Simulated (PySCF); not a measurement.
Compound: C₇H₁₄FNSi.
Atom-mapped SMILES: `[CH3:1]/[CH:2]=[C:3]1/[SiH2:4][C@@H:5]([N:6]([CH3:7])[CH3:8])[C@@H:9]1[F:10]` (hydrogens: H11, H12, H13 on C1; H14 on C2; H15, H16 on Si4; H17 on C5; H18, H19, H20 on C7; H21, H22, H23 on C8; H24 on C9)

Structure used (GFN2-xTB), in Å, numbered top down from 1:
```
atom  x, y, z in Å
C1     3.7851    0.2084   -0.1275
C2     2.7915   -0.9040   -0.0931
C3     1.4719   -0.7736   -0.0651
Si4   -0.0444   -1.8938   -0.0751
C5    -0.7238   -0.1295   -0.4456
N6    -1.8359    0.3898    0.3237
C7    -3.0267   -0.4079    0.1335
C8    -2.0964    1.7830    0.0126
C9     0.6363    0.4869   -0.0807
F10    1.0539    1.4582   -0.9731
H11    3.2990    1.1782   -0.1572
H12    4.4251    0.1560    0.7537
H13    4.4244    0.1086   -1.0043
H14    3.2138   -1.9024   -0.0886
H15   -0.1953   -2.8781   -1.1452
H16   -0.4045   -2.4361    1.2326
H17   -0.8839    0.0180   -1.5301
H18   -2.8179   -1.4381    0.4198
H19   -3.3810   -0.4009   -0.9101
H20   -3.8198   -0.0186    0.7712
H21   -2.4317    1.9240   -1.0274
H22   -2.8689    2.1581    0.6832
H23   -1.1913    2.3672    0.1627
H24    0.6088    0.9663    0.9046
```

Computed at PBE0/pcSseg-1 (PySCF, non-relativistic), with Q(14N) = 0.02044 b: N6, 14N (I = 1): χzz = -6.066 MHz, η = 0.020.

**Question.** Find the zero-field quadrupole resonance frequencies of 14N at N6.

**Answer.** From ν± = (3/4)|χ|(1 ± η/3) and ν0 = |χ|η/2: ν+ 4.580 MHz, ν− 4.518 MHz, ν0 0.062 MHz (tertiary amine nitrogen).

In a crystal, neighbours and librations shift these lines. Isolated species at its GFN2-xTB geometry (one conformer only). GFN2-xTB bond lengths can be off by several hundredths of an ångström, more for odd bonds, and the gradients follow them. The basis is small and wasn't made for field gradients, so the couplings can be 20 % off.
